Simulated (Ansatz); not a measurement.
Relaxation of H4O3Si (8 atoms, charge 0, multiplicity 1), to a largest force component of 0.03 eV/Å in at most 50 steps.

All numbers below come from RKS PBE0-D4/6-31G* in Ansatz.

```xyz
8
Properties=species:S:1:pos:R:3
Si -0.893 -0.001 0.579
H 1.637 0.190 1.392
O 1.982 -0.026 0.496
H 2.155 -0.976 0.542
O -1.117 1.329 -0.382
H -1.244 1.125 -1.320
O -1.143 -1.200 -0.571
H -1.148 -2.090 -0.197
```

**Question.** Where does it end, and by what steps?

**Answer.** It converged. After 16 steps the energy has fallen by 0.187 eV; H4 moved furthest, 1.00 Å.

```tsv
step	energy less start (eV)	largest force component (eV/Å)	accepted
0	0.0000	0.676	yes
1	0.0949	3.227	no
2	-0.0226	0.879	yes
3	-0.0377	1.011	yes
4	-0.0551	1.176	yes
5	-0.0903	0.961	yes
6	-0.1260	0.256	yes
7	-0.1330	0.625	yes
8	-0.1569	0.283	yes
9	-0.1650	0.145	yes
10	-0.1605	0.919	no
11	-0.1760	0.069	yes
12	-0.1820	0.297	yes
13	-0.1837	0.142	yes
14	-0.1845	0.102	yes
15	-0.1844	0.131	no
16	-0.1874	0.028	yes
```

```xyz
8
Properties=species:S:1:pos:R:3
Si -0.864 0.072 0.702
H 1.755 -0.169 1.417
O 1.393 0.115 0.565
H 1.363 -0.683 0.006
O -1.042 1.297 -0.411
H -0.870 1.034 -1.328
O -0.597 -1.238 -0.387
H -0.908 -2.077 -0.025
```

Whether the end is a true minimum wasn't checked by a vibrational analysis.

The run took 20 s on 2 threads of Arm Neoverse V2 (shared host), peak memory 0.13 GiB.
